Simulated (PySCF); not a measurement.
**[Ce(NH3)]3+ at several levels of theory**

Computed with PySCF 2.14.0 (density fitting, no spin-orbit coupling) at the geometry relaxed with PBE0:

```xyz
5
[Ce(NH3)]3+ (singlet in the valence; each metal's 4f electrons, 1 of them, lie in its core potential, out of spins and levels)
Ce    0.0000    0.0000   -0.2030
N     0.0000    0.0000    2.2511
H     0.9399    0.0000    2.7077
H    -0.4700    0.8139    2.7077
H    -0.4699   -0.8140    2.7077
```

```
    level                                                 basis    state  HOMO (eV)  gap (eV)  charge on Ce1 (e)  population of f-type functions on Ce1 (polarisation alone where 4f lies in the core)  dipole about the centre of mass (D)  largest force component (eV/Å)
     PBE0     Ce lcecp-1-SVP with ECP47, N def2-SVP, H def2-SVP  singlet     -26.87      7.15               2.53                                                                                  0.02                                 3.14                            0.00
     TPSS                                              the same  singlet     -25.54      5.06               2.50                                                                                  0.01                                 3.32                            0.27
   r2SCAN                                              the same  singlet     -25.70      5.67               2.53                                                                                  0.02                                 3.20                            0.11
CAM-B3LYP                                              the same  singlet     -28.17      9.55               2.54                                                                                  0.02                                 2.97                            0.07
     PBE0  Ce lcecp-1-TZVP with ECP47, N def2-TZVP, H def2-TZVP  singlet     -26.79      7.15               2.59                                                                                  0.02                                 3.24                            0.29
     PBE0        Ce def2-SVP with ECP28, N def2-SVP, H def2-SVP  doublet     -27.08      4.95               2.51                                                                                  1.09                                 3.46                            0.69
```

In the lcecp rows the 4f levels are missing from HOMO and gap, and the state counts the valence alone.

HOMO and gap are taken over both spins. Charges are Mulliken's, which hang on the basis. The relaxation used the grid (50, 194), these runs (75, 302) or, all-electron (x2c bases, spin-free X2C Hamiltonian), (99, 590).

Task: What does M06-L with Ce lcecp-1-SVP with ECP47, N def2-SVP, H def2-SVP give here?

Result: state singlet, HOMO (eV) -25.62, gap (eV) 5.55, charge on Ce1 (e) 2.56, population of f-type functions on Ce1 (polarisation alone where 4f lies in the core) 0.01, dipole about the centre of mass (D) 3.02, largest force component (eV/Å) 0.25. Time: 3.1 s on 2 threads of Intel(R) Xeon(R) Platinum 8375C CPU @ 2.90GHz (Ice Lake), on a shared host, from an already converged density.

In the first row's basis the gap widens with exact exchange: 5.1 to 5.7 eV for TPSS, M06-L, r2SCAN (none); 7.2 eV for PBE0 (a fixed share); 9.6 eV for CAM-B3LYP (rising or full at long range).

An lcecp potential fixes the number of 4f electrons, so in runs with it no electron can move into or out of that shell.

Rows with open f shells in the valence may stand above their lowest state, and their gaps can end on f levels.
